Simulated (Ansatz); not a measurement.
`CN(C)[CH2][AlH2]` + H₂O → `CN(C)CO` + `[AlH3]` at 700 K and 1 bar (formal hydrolysis of a C–Al bond).

Calculated with Ansatz (gas phase, PBE0-D4/def2-TZVP geometries, no zero-point term in ΔE). CCSD(T)/CBS adds triple-zeta CCSD(T) − MP2 to the extrapolated MP2 energy (def2 sets, frozen cores). This one scheme is used for every species. Each species was taken in one conformer, which may not be the lowest.

```csv
species,CCSD(T)/CBS energy (Eh),H − E (kJ/mol),S (J/(mol·K))
`CN(C)[CH2][AlH2]`,-416.85021,415.4,500.3
H₂O,-76.37941,80.5,218.4
`CN(C)CO`,-249.42964,410.3,444.9
`[AlH3]`,-243.78045,80.2,251.4
```

H − E and S are ideal-gas, rigid-rotor, harmonic terms from PBE0-D4/def2-TZVP, for one conformer and one mirror image of each species. 1 Eh = 2625.50 kJ/mol, R = 8.31446 J/(mol·K).

**Question.** By hand: ΔE, ΔH, ΔS and ΔG.

**Answer.** ΔE = (-249.42964) + (-243.78045) − (-416.85021) − (-76.37941) = 0.01953 Eh = 51.3 kJ/mol. Δ(H − E) = 410.3 + 80.2 − 415.4 − 80.5 = -5.4, so ΔH = 45.9 kJ/mol. ΔS = 444.9 + 251.4 − 500.3 − 218.4 = -22.4 J/(mol·K). ΔG = 45.9 − 700 × (-22.4)/1000 = 61.6 kJ/mol.

**Question.** By hand: the equilibrium constant, and the temperature at which ΔG would vanish if ΔH and ΔS stayed fixed.

**Answer.** log₁₀ K = −ΔG/(RT ln 10) = -4.6. ΔH and −TΔS have one sign here, so there is no such temperature.

TΔS isn't small against ΔH here. A doubt of 5 kJ/mol in ΔE shifts log₁₀ K by 0.4 here. Other conformers and mirror images would add mixing entropy, several J/(mol·K) or more a flexible species. These are equilibria of isolated gas molecules and say nothing of rates. Largest T1 diagnostic: 0.010 (customary marks: 0.02 for closed shells, 0.045 for open ones).
